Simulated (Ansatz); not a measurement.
Several settings on one geometry of AsH2Et (C2H7As) (that of the charge 0 singlet, PBE0-D4/def2-SVP). Ansatz on 4 threads of AMD EPYC 9R45 on a shared host; times are rough.

```csv
atom,x (Å),y (Å),z (Å)
As1,0.3435,1.6166,0.6272
H2,1.7556,1.3938,0.0883
H3,0.0331,2.6457,-0.4569
C4,-0.4603,0.0735,-0.3266
C5,-0.0640,-1.2498,0.3084
H6,-0.1781,0.1068,-1.3888
H7,-1.5514,0.2189,-0.2750
H8,-0.5535,-2.0962,-0.1993
H9,1.0234,-1.4178,0.2510
H10,-0.3483,-1.2915,1.3718
```

Totals from different functionals, basis sets or treatments of relativity can't be compared as stabilities.

Correlated methods freeze 11 core orbitals; core or outer-core shells of As are correlated, in sets that lack core-valence functions.

Problem. Give the basis size and estimate the energy, ⟨S²⟩, dipole and time of these runs.

| run | method | charge | state | further keys |
| --- | --- | --- | --- | --- |
| 1 | RKS B2PLYP/cc-pVDZ | 0 | singlet | forces asked |
| 2 | RKS PBE0/def2-mTZVPP | 0 | singlet | fitting: {mean_field: cc-pVTZ-jkfit}; scf: {lower_state_search: full} |
| 3 | RKS B2GP-PLYP/def2-SVP | 0 | singlet | scf: {lower_state_search: off}; forces asked |

Solution. 
| run | functions | energy (Eh) | ⟨S²⟩ | dipole (D) | wall time |
| --- | --- | --- | --- | --- | --- |
| 1 | 90 | -2315.7383 | – | 1.02 | 1.1 s |
| 2 | 109 | -2315.9358 | – | – | 0.3 s |
| 3 | 95 | -2315.3044 | – | 1.04 | 1.1 s |
